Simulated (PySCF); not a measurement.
C2H11BN2.
Numbering: `[CH3:1][CH2:2][B@H-:3]([NH2:4])[NH3+:5]` (hydrogens: H6, H7, H8 on C1; H9, H10 on C2; H11 on B3; H12, H13 on N4; H14, H15, H16 on N5)

Computed with PBE0-D3(BJ)/def2-SVP geometry optimisation, gas phase in PySCF 2.14.0.

(1) List the bond lengths, angles and torsions at this level.

Answers

(1) 
| bond | length (Å) |
| --- | --- |
| C1–C2 | 1.525 |
| C2–B3 | 1.616 |
| B3–N4 | 1.496 |
| B3–N5 | 1.696 |
| C1–H6, C1–H7, C1–H8 | 1.104 |
| C2–H9 | 1.110 |
| C2–H10 | 1.105 |
| B3–H11 | 1.238 |
| N4–H12, N4–H13 | 1.014 |
| N5–H14, N5–H15, N5–H16 | 1.020 |

Bonds in one row agree within 0.01 Å and their mean is given. A selection of angles:
| angle | degrees |
| --- | --- |
| C2–C1–H6 | 113.3 |
| C2–C1–H7 | 111.0 |
| H6–C1–H7 | 107.3 |
| H6–C1–H8 | 105.8 |
| C1–C2–B3 | 116.4 |
| C1–C2–H9 | 109.4 |
| C1–C2–H10 | 108.8 |
| B3–C2–H9 | 110.2 |
| B3–C2–H10 | 106.7 |
| H9–C2–H10 | 104.7 |
| C2–B3–N4 | 115.6 |
| C2–B3–N5 | 105.6 |
| C2–B3–H11 | 113.4 |
| N4–B3–N5 | 104.0 |
| N4–B3–H11 | 114.8 |
| N5–B3–H11 | 101.4 |
| B3–N4–H12 | 114.8 |
| H12–N4–H13 | 107.9 |
| B3–N5–H14 | 113.9 |
| B3–N5–H15 | 109.3 |
| B3–N5–H16 | 107.8 |
| H14–N5–H15 | 109.1 |
| H15–N5–H16 | 107.3 |

Torsions: C1–C2–B3–N4 172° (antiperiplanar).

The 2 B–N bonds span 1.496 Å (B3–N4, drawn single) to 1.696 Å (B3–N5, drawn single), a spread of 0.200 Å. N4 (boron-bound nitrogen) is pyramidal (angles 115.6°, 114.8° and 107.9°, sum 338.3°, 0.31 Å off the plane of its three neighbours). N5 (nitrogen bonded to B and 3 H) is distorted tetrahedral (angles from 107.3° to 113.9°). B3 (four-coordinate boron) is distorted tetrahedral (angles from 101.4° to 115.6°). Of the pairs four or more bonds apart, H8···H14 is among the closest relative to their van der Waals radii: 2.30 Å, 96 % of the sum of Bondi's values.

Point group: C1 (no symmetry element, even within 0.4 Å). Whether it is a minimum is left open (no frequencies). One conformer, not necessarily the lowest (C1–C2–B3–N4 172°, C2–B3–N4–H 4° and 131°).
